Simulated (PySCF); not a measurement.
# A small calculation by hand: oscillator strength and radiative lifetime

C₅H₅Cl, SMILES C1C(Cl)=CCC=1.

Geometry: PBE0-D3(BJ)/def2-SVP. Other conformers were not sampled.

TDDFT-PBE/def2-SVPD (PySCF 2.14.0) puts the first singlet state with f over 0.02 at 4.71 eV (vertical), with the transition dipole (-0.619, -0.083, 0.000) in atomic units.

Q: Find the oscillator strength, the wavelength and the radiative lifetime that this transition would have in vacuum if emission retraced absorption.

A: 
|μ|² = 0.3900 au, so |μ| = 1.59 D. ΔE = 4.71/27.211 = 0.1731 hartree. f = (2/3) ΔE |μ|² = 0.045 (the program prints 0.045).
λ = 1239.84/4.71 = 263 nm; ν = 37989 cm⁻¹.
Einstein's coefficient A = 0.6670 ν² f s⁻¹ (ν in cm⁻¹) = 4.3e7 s⁻¹, so τ = 1/A = 23 ns. This state is S1. The figure is the radiative limit of this one transition; relaxation, internal conversion, crossing to triplets and a medium change what is measured.
